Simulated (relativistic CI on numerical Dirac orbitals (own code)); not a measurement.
Calculated levels, F IX

Calculated at this level of theory: Dirac equation for one electron, model QED (radiative potential, 1s self-energy scaled to tabulated hydrogen-like ionisation energies) (own radial code, finite nucleus).

CI space: 1s, 2s, 2p, 3s, 3p, 3d, 4s, 4p, 4d, 4f, 5s, 5p, 5d, 5f, 5g, 6s, 6p, 6d. Levels of other configurations are missing.

The lowest level is 1s 2S_1/2, with 100 % of that term; Hund's rules for 1s give 2S with J = 1/2, in agreement.

```csv
No.,Configuration,Term,J,E (eV),%,Landé g,Lifetime (s)
1,1s,2S,1/2,0.00,100,1.999,
2,2p,2P°,1/2,827.24,100,0.665,2.43e-13
3,2s,2S,1/2,827.25,100,2.002,
4,2p,2P°,3/2,827.54,100,1.334,2.43e-13
5,3p,2P°,1/2,980.54,100,0.666,8.03e-13
6,3s,2S,1/2,980.54,100,2.002,2.39e-11
7,3d,2D,3/2,980.63,100,0.799,2.35e-12
8,3p,2P°,3/2,980.63,100,1.334,8.03e-13
9,3d,2D,5/2,980.65,100,1.200,2.35e-12
10,4p,2P°,1/2,1034.18,100,0.666,1.88e-12
11,4s,2S,1/2,1034.18,100,2.002,3.43e-11
12,4d,2D,3/2,1034.22,100,0.799,5.49e-12
13,4p,2P°,3/2,1034.22,100,1.334,1.88e-12
14,4f,2F°,5/2,1034.23,100,0.857,1.10e-11
15,4d,2D,5/2,1034.23,100,1.200,5.50e-12
16,4f,2F°,7/2,1034.24,100,1.143,1.10e-11
17,5p,2P°,1/2,1059.00,100,0.666,3.63e-12
18,5s,2S,1/2,1059.00,100,2.002,5.33e-11
19,5d,2D,3/2,1059.02,100,0.799,1.06e-11
20,5p,2P°,3/2,1059.02,100,1.334,3.62e-12
21,5f,2F°,5/2,1059.03,100,0.857,2.14e-11
22,5d,2D,5/2,1059.03,100,1.200,1.06e-11
23,5g,2G,7/2,1059.03,100,0.889,3.58e-11
24,5f,2F°,7/2,1059.03,100,1.143,2.14e-11
25,5g,2G,9/2,1059.03,100,1.111,3.58e-11
26,6p,2P°,1/2,1072.49,100,0.666,6.22e-12
27,6s,2S,1/2,1072.49,100,2.002,8.10e-11
28,6d,2D,3/2,1072.50,100,0.799,1.81e-11
29,6p,2P°,3/2,1072.50,100,1.334,6.22e-12
30,6d,2D,5/2,1072.50,100,1.200,1.81e-11
```

Energies count from the lowest computed level; ° marks odd parity; lifetimes are radiative, by E1, M1, E2, M2 decay to levels of this space only; some are left blank where a channel outside the calculation adds to the decay or the decay crosses a small, uncertain gap.
